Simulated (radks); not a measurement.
Question: Valence configurations of Ru II (all share [Kr]). All-electron calculation, scalar-relativistic Kohn-Sham, PBE, spin-unpolarised, spherical densities, finite nucleus; Fermi nuclear charge, rms radius 4.4809 fm. Program: a radial shooting solver on a logarithmic mesh with Libxc functionals. Order these by energy: 4d5 5p2; 4d4 5s2 5p1; 4d6 5s1; 4d5 5s2; 4d6.5 5p0.5; 4d7; 4d4 5s0.5 5p2.5; 4d4 5s1 5p2; 4d6.5 5s0.5; 4d6 5p1.

Answer: From the lowest, in eV above it: 4d7 0.000; 4d6.5 5s0.5 1.212; 4d6 5s1 2.820; 4d6.5 5p0.5 3.505; 4d5 5s2 7.330; 4d6 5p1 7.656; 4d5 5p2 18.002; 4d4 5s2 5p1 19.448; 4d4 5s1 5p2 25.286; 4d4 5s0.5 5p2.5 28.246. NIST lists [Kr] 4d7 as the ground configuration; this level of theory agrees among the configurations tried. The energies are those of spherical spin-averaged densities, not of single terms.
